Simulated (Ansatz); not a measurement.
Cost and result up the ladder for (F2Al-mu-F)3 (Al3F9) (12 atoms). The state is a singlet with charge 0. Geometry: PBE0-D4/def2-SVP.

Cartesian coordinates in Å:
```
Al -1.9147 -0.3966 -0.3296
F -2.2689 -1.6793 -1.2954
F -3.0159 0.5901 0.3897
F -0.7052 0.6246 -1.1676
Al 0.9793 1.2319 -1.2064
F 1.7376 0.5748 -2.5090
F 0.9629 2.8291 -0.8163
F 1.4485 0.3006 0.2498
Al 0.9356 -0.8359 1.5356
F 0.9119 -0.0246 2.9655
F 1.6700 -2.2830 1.2708
F -0.7409 -0.9319 0.9128
```

Ansatz on 4 threads of Intel Xeon 6975P-C on a shared host. Times are rough, and most runs start from the orbitals of an earlier one. PBE0-D4/def2-TZVP serves as the yardstick here, not as an exact answer. Differences are given only for rows in sets of like size (and for xTB, whose basis is part of the method), since another set adds its own error. Binding counts from free atoms at the same level (Al doublet, F doublet; other spins of the atoms weren't run), without zero-point energy or a counterpoise term.

LC-ωPBE has ω = 0.4 bohr⁻¹. B3LYP takes the VWN-RPA correlation. Correlated methods freeze 24 core orbitals. The rows differ in basis, and correlated rows in double-zeta sets carry the largest basis error.

Correlated methods converge slowly with the basis, most of all in double-zeta sets.

| level | functions | wall time | binding energy per atom (eV) | difference from PBE0-D4/def2-TZVP (eV) |
| --- | --- | --- | --- | --- |
| HF/STO-3G | 72 | 0.3 s | 3.56 | – |
| HF/6-31G | 120 | 0.7 s | 3.26 | – |
| PBE-D4/def2-SVP | 180 | 1.1 s | 4.99 | – |
| B3LYP-D4/6-31G | 120 | 1.3 s | 4.34 | – |
| MP2/def2-SVP | 180 | 1.8 s | 4.96 | – |
| PBE0-D4/def2-SVP | 180 | 1.9 s | 4.82 | – |
| RPA@PBE/def2-SVP | 180 | 2.5 s | 4.28 | – |
| PBE-D4/def2-TZVP (with forces) | 390 | 3.5 s | 4.93 | 0.14 |
| r2SCAN-D4/def2-TZVP | 390 | 6 s | 4.94 | 0.15 |
| LC-ωPBE/def2-TZVP | 390 | 7 s | 4.91 | 0.12 |
| PBE0-D4/def2-TZVP | 390 | 7.5 s | 4.79 | 0.00 |
| B97M-V/def2-TZVP | 390 | 8.5 s | 4.91 | 0.12 |
